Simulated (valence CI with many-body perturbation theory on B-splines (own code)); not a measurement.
## Forbidden lines of Er²⁹⁺

Level of theory: valence CI with perturbative core correlation (CI+MBPT): three valence electrons over a frozen Dirac-Fock core [Kr], radial functions for each j: 9 s, 9 p, 10 d, 8 f, 5 g, 3 h, 1 i, with the one-electron correlation potential Σ1 (screened to all orders), the two-electron term Σ2, the three-electron term Σ3, Breit, model QED; selected single and double excitations, second order for the rest (own B-spline code, finite nucleus).

The last digits are not significant, and no measured levels were compared; by estimate large intervals hold to a few tenths of a per cent, small ones and those within an open d or f shell to about a per cent. Only levels of the ground parity were solved; by the run's estimate the other parity begins above the list, which can be wrong where configurations are misplaced.

Lines 1 to 50 of 64 in falling wavelength, among levels below 43.274 eV, chosen from the decays that carry over 1 % of a level's rate. Wavelengths and rates use the calculated energies. Weak lines are less certain than strong ones. Lines between different terms over intervals too small for the method are left out, as are lines whose strength nearly cancels. The highest levels of a list are the least certain.

Levels are named by their leading jj configuration (3d3/2^4 stands for four electrons in 3d with j = 3/2), which in mixed levels can hold well under half, so a name can repeat and another be missing. Letters in brackets count levels of one name in rising energy.

```
λ vac (nm)                      Upper                      Lower  Type   A (s⁻¹)  Branch %
      2230      (4d3/2^2 4d5/2) J=9/2      (4d3/2^2 4d5/2) J=7/2    M1  8.12e-01     100.0
     789.6      (4d3/2^2 4d5/2) J=1/2      (4d3/2^2 4d5/2) J=3/2    M1  4.76e+01       1.6
     402.6      (4d3/2^2 4d5/2) J=7/2  (4d3/2^2 4d5/2) J=5/2 [a]    M1  2.88e+02      99.4
     374.8     (4d3/2 4d5/2^2) J=11/2      (4d3/2 4d5/2^2) J=9/2    M1  1.04e+02       1.9
     324.4  (4d3/2 4d5/2^2) J=5/2 [b]  (4d3/2 4d5/2^2) J=3/2 [a]    M1  2.06e+02       2.2
     249.2  (4d3/2 4d5/2^2) J=5/2 [a]  (4d3/2 4d5/2^2) J=7/2 [a]    M1  2.20e+02       1.8
     215.9            (4d5/2^3) J=3/2  (4d3/2 4d5/2^2) J=3/2 [b]    M1  4.35e+02       1.5
     180.0  (4d3/2^2 4d5/2) J=5/2 [b]      (4d3/2^2 4d5/2) J=7/2    M1  1.57e+02       5.3
     179.0  (4d3/2 4d5/2^2) J=5/2 [a]  (4d3/2^2 4d5/2) J=5/2 [b]    M1  1.28e+03      10.4
     165.9  (4d3/2 4d5/2^2) J=7/2 [b]  (4d3/2 4d5/2^2) J=7/2 [a]    M1  4.58e+02       6.1
     161.9  (4d3/2^2 4d5/2) J=5/2 [b]      (4d3/2^2 4d5/2) J=3/2    M1  1.38e+03      46.6
     149.6            (4d5/2^3) J=9/2     (4d3/2 4d5/2^2) J=11/2    M1  7.53e+02       2.8
     144.6  (4d3/2 4d5/2^2) J=5/2 [b]  (4d3/2^2 4d5/2) J=5/2 [b]    M1  3.29e+03      35.4
     144.0  (4d3/2^2 4d5/2) J=5/2 [a]            (4d3/2^3) J=3/2    M1  9.43e+03     100.0
     143.0  (4d3/2 4d5/2^2) J=3/2 [b]      (4d3/2 4d5/2^2) J=1/2    M1  1.69e+03       7.7
     142.5            (4d5/2^3) J=5/2  (4d3/2 4d5/2^2) J=3/2 [b]    M1  1.10e+03       2.5
     140.2  (4d3/2 4d5/2^2) J=7/2 [a]      (4d3/2^2 4d5/2) J=7/2    M1  3.80e+03      18.4
     131.5  (4d3/2 4d5/2^2) J=7/2 [b]  (4d3/2^2 4d5/2) J=5/2 [b]    M1  5.51e+02       7.4
     130.6      (4d3/2 4d5/2^2) J=9/2      (4d3/2^2 4d5/2) J=9/2    M1  7.07e+03      60.2
     129.5  (4d3/2 4d5/2^2) J=3/2 [b]  (4d3/2 4d5/2^2) J=3/2 [a]    M1  2.83e+03      13.0
     124.4  (4d3/2^2 4d5/2) J=5/2 [b]  (4d3/2^2 4d5/2) J=5/2 [a]    M1  3.00e+02      10.1
     123.3      (4d3/2 4d5/2^2) J=9/2      (4d3/2^2 4d5/2) J=7/2    M1  4.66e+03      39.7
     114.3  (4d3/2 4d5/2^2) J=3/2 [a]      (4d3/2^2 4d5/2) J=1/2    M1  2.81e+03       9.8
     113.6      (4d3/2^2 4d5/2) J=3/2            (4d3/2^3) J=3/2    M1  8.24e+03      99.1
     107.9            (4d5/2^3) J=3/2  (4d3/2 4d5/2^2) J=5/2 [b]    M1  5.06e+02       1.8
     106.9            (4d5/2^3) J=9/2      (4d3/2 4d5/2^2) J=9/2    M1  1.10e+04      40.4
     105.6      (4d3/2 4d5/2^2) J=1/2      (4d3/2^2 4d5/2) J=1/2    M1  1.62e+04      94.1
     104.0  (4d3/2 4d5/2^2) J=7/2 [a]  (4d3/2^2 4d5/2) J=5/2 [a]    M1  1.69e+04      81.6
     99.88  (4d3/2 4d5/2^2) J=3/2 [a]      (4d3/2^2 4d5/2) J=3/2    M1  1.65e+04      57.7
     99.28      (4d3/2^2 4d5/2) J=1/2            (4d3/2^3) J=3/2    M1  3.01e+03      98.1
     96.83     (4d3/2 4d5/2^2) J=11/2      (4d3/2^2 4d5/2) J=9/2    M1  5.22e+03      98.0
     96.82            (4d5/2^3) J=9/2  (4d3/2 4d5/2^2) J=7/2 [a]    M1  1.51e+04      55.5
     94.32            (4d5/2^3) J=3/2  (4d3/2 4d5/2^2) J=5/2 [a]    M1  1.09e+04      38.7
     93.11      (4d3/2 4d5/2^2) J=1/2      (4d3/2^2 4d5/2) J=3/2    M1  7.69e+02       4.5
     91.11            (4d5/2^3) J=5/2  (4d3/2 4d5/2^2) J=7/2 [b]    M1  4.38e+03      10.0
     89.74  (4d3/2 4d5/2^2) J=5/2 [a]      (4d3/2^2 4d5/2) J=7/2    M1  1.05e+03       8.6
     86.52  (4d3/2 4d5/2^2) J=3/2 [b]  (4d3/2^2 4d5/2) J=5/2 [b]    M1  9.83e+03      45.0
     86.01            (4d5/2^3) J=3/2      (4d3/2 4d5/2^2) J=1/2    M1  5.33e+03      18.9
     85.76            (4d5/2^3) J=5/2  (4d3/2 4d5/2^2) J=5/2 [b]    M1  8.28e+03      18.9
     85.00  (4d3/2 4d5/2^2) J=5/2 [a]      (4d3/2^2 4d5/2) J=3/2    M1  7.96e+03      65.0
     84.21  (4d3/2 4d5/2^2) J=3/2 [a]  (4d3/2^2 4d5/2) J=5/2 [a]    M1  8.42e+03      29.4
     80.94            (4d5/2^3) J=3/2  (4d3/2 4d5/2^2) J=3/2 [a]    M1  9.17e+03      32.5
     80.17  (4d3/2 4d5/2^2) J=5/2 [b]      (4d3/2^2 4d5/2) J=7/2    M1  4.96e+03      53.5
     78.68  (4d3/2 4d5/2^2) J=7/2 [b]      (4d3/2^2 4d5/2) J=9/2    M1  2.95e+03      39.6
     76.98            (4d5/2^3) J=5/2  (4d3/2 4d5/2^2) J=5/2 [a]    M1  8.45e+03      19.2
     76.00  (4d3/2 4d5/2^2) J=7/2 [b]      (4d3/2^2 4d5/2) J=7/2    M1  2.64e+03      35.4
     73.38  (4d3/2 4d5/2^2) J=5/2 [a]  (4d3/2^2 4d5/2) J=5/2 [a]    M1  1.26e+03      10.3
     67.83            (4d5/2^3) J=5/2  (4d3/2 4d5/2^2) J=3/2 [a]    M1  1.24e+04      28.2
     66.86  (4d3/2 4d5/2^2) J=5/2 [b]  (4d3/2^2 4d5/2) J=5/2 [a]    M1  5.73e+02       6.2
     66.74  (4d3/2^2 4d5/2) J=5/2 [b]            (4d3/2^3) J=3/2    M1  1.12e+03      37.6
```
